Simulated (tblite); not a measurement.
Write Cartesian coordinates for `C=Cc1pccs1` as optimised with GFN2-xTB.

```
atom  x, y, z in Å
C1    -2.5199   -0.3459   -0.1744
C2    -1.6038    0.5562    0.1723
C3    -0.1862    0.3297    0.2269
P4     0.9401    1.5553    0.6887
C5     2.3343    0.4935    0.4924
C6     2.1006   -0.7775    0.0939
S7     0.4710   -1.2276   -0.1804
H8    -2.2451   -1.3510   -0.4503
H9    -3.5684   -0.1075   -0.1933
H10   -1.9035    1.5607    0.4458
H11    3.3347    0.8483    0.6844
H12    2.8474   -1.5349   -0.0673
```

Any rigid rotation of these coordinates is as good. Atoms count from 1 in this order. The C–S distances run from 1.713 Å (C6–S7, aromatic) to 1.739 Å (C3–S7, aromatic), a spread of 0.026 Å. The 2 C–P bonds span 1.727 Å (C3–P4, aromatic) to 1.763 Å (P4–C5, aromatic), a spread of 0.036 Å. The 5-membered ring C3–P4–C5–C6–S7 has internal angles of 93.4° to 117.5° (sum 540°, against 540° for a flat polygon); it is planar, 0.00 Å rms from its mean plane, widest ring torsion 0°. The 7 heavy atoms lie in one plane (0.000 Å rms).

Bonds between heavy atoms (Å): C1=C2 1.332, C2–C3 1.437, C3–P4 1.727, P4–C5 1.763, C5–C6 1.352, C6–S7 1.713, C3–S7 1.739.

Computed geometry: GFN2-xTB, gas phase.

Point group: Cs (tolerance 0.08 Å). Its GFN2-xTB frequencies are all real (lowest 93 cm⁻¹). The numbers are those of one conformer (C1–C2–C3–P4 180°).

Time: 0.18 s. Hardware: an Arm Neoverse V1 with one thread, on a shared host. These figures are those of the optimisation.
